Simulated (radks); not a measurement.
The numbers below are computed, except where a source is named.
F VII, 3 electrons, occupied as [He] 2s1. Code: a radial shooting solver on a logarithmic mesh with Libxc functionals. Model: scalar-relativistic Kohn-Sham, PBE, spin-unpolarised, spherical densities, point nucleus; without spin polarisation the odd electron is poorly described.

Local quantities along the radius. ELF = 1/(1 + alpha^2) is the electron localisation function; alpha = (tau - tau_W)/tau_unif compares the Pauli kinetic energy density with that of the uniform gas. tau is taken from the large components.

```
   r/bohr * ELF (the largest magnitude, 1, reaches the edge; | marks zero)
 0.007726 |                                                      *
 0.008642 |                                                      *
 0.009666 |                                                      *
  0.01081 |                                                      *
  0.01209 |                                                      *
  0.01353 |                                                      *
  0.01501 |                                                      *
  0.01679 |                                                      *
  0.01878 |                                                      *
    0.021 |                                                      *
  0.02349 |                                                      *
  0.02628 |                                                      *
  0.02916 |                                                      *
  0.03261 |                                                      *
  0.03648 |                                                      *
   0.0408 |                                                      *
  0.04563 |                                                      *
  0.05104 |                                                      *
  0.05664 |                                                      *
  0.06335 |                                                      *
  0.07085 |                                                      *
  0.07925 |                                                      *
  0.08864 |                                                      *
  0.09836 |                                                      *
     0.11 |                                                      *
   0.1231 |                                                      *
   0.1376 |                                                      *
    0.154 |                                                      *
   0.1722 |                                                      *
   0.1911 |                                                      *
   0.2137 |                                                     *
    0.239 |                                                 *
   0.2674 |                                   *
   0.2991 |               *
   0.3345 |    *
   0.3712 | *
   0.4151 | *
   0.4643 |  *
   0.5194 |       *
   0.5809 |                        *
   0.6446 |                                            *
    0.721 |                                                    *
   0.8064 |                                                      *
    0.902 |                                                      *
    1.009 |                                                      *
    1.128 |                                                      *
    1.252 |                                                      *
    1.401 |                                                      *
    1.567 |                                                      *
    1.752 |                                                      *
     1.96 |                                                      *
    2.192 |                                                      *
    2.432 |                                                      *
    2.721 |                                                      *
```

On this mesh the ELF has minima near r = 0.42 bohr, which separate the shells.

Self-consistent cycle (total energy in hartree, residual of the potential): 1: -82.139248, 4e+00; 2: -82.210013, 3e+00; 3: -82.273955, 3e-02; 4: -82.273983, 7e-03; 5: -82.273983, 5e-04; 6: -82.273983, 1e-05; 7: -82.273983, 2e-06; 8: -82.273983, 3e-07; 9: -82.273983, 4e-08; 10: -82.273983, 2e-08; 11: -82.273983, 9e-09; 12: -82.273983, 2e-10.
